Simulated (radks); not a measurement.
Values are calculated unless marked as measured or tabulated.
Q: Species: the tellurium ion Te2+. Configuration: [Kr] 4d9.75 5s2 5p2 4f0.25 (fractional occupations, a model configuration). Level of theory: scalar-relativistic Kohn-Sham, PBE, spin-polarised, spherical densities, finite nucleus; open shells are filled with parallel spins first (spin-orbit coupling, left out, can overturn this in heavy ions); Fermi nuclear charge, rms radius 4.7423 fm (a radial shooting solver on a logarithmic mesh with Libxc functionals). Some entries of the table are withheld. Estimate them.

orbital  occ.  eigenvalue (eV)  <r^2> (bohr^2)
1s up       1        -31650.10        0.001048
1s down     1        -31650.03        0.001048
2s up       1        -4873.231         0.01694
2s down     1        -4873.124         0.01694
2p up       3        -4377.194         0.01340
2p down     3        -4377.077         0.01340
3s up       1        -988.1536          0.1186
3s down     1        -988.0547          0.1186
3p up       3        -826.8947          0.1189
3p down     3        -826.7814          0.1189
3d up       5        -583.0685          0.1043
3d down     5        -582.9343          0.1043
4s up       1        -187.0000          0.6589
4s down     1        -186.5932          0.6585
4p up       3        -136.9391          0.7652
4p down     3        -136.5208          0.7639
4d up       5         -63.9333           1.090
4d down  4.75         -63.4001           1.078
5s up       1         -34.9691             (1)
5s down     1         -33.1152             (2)
5p up       2              (3)             (4)
5p down     0              (5)             (6)
5d up       0         -11.5864           13.12
6s up       0         -11.3643           22.48
6p up       0          -8.6774           32.02
4f up    0.25          -5.9284           26.05

A: 
(1) 5s up <r^2> (bohr^2): 4.283
(2) 5s down <r^2> (bohr^2): 4.257
(3) 5p up eigenvalue (eV): -24.3126
(4) 5p up <r^2> (bohr^2): 5.919
(5) 5p down eigenvalue (eV): -22.3673
(6) 5p down <r^2> (bohr^2): 6.003
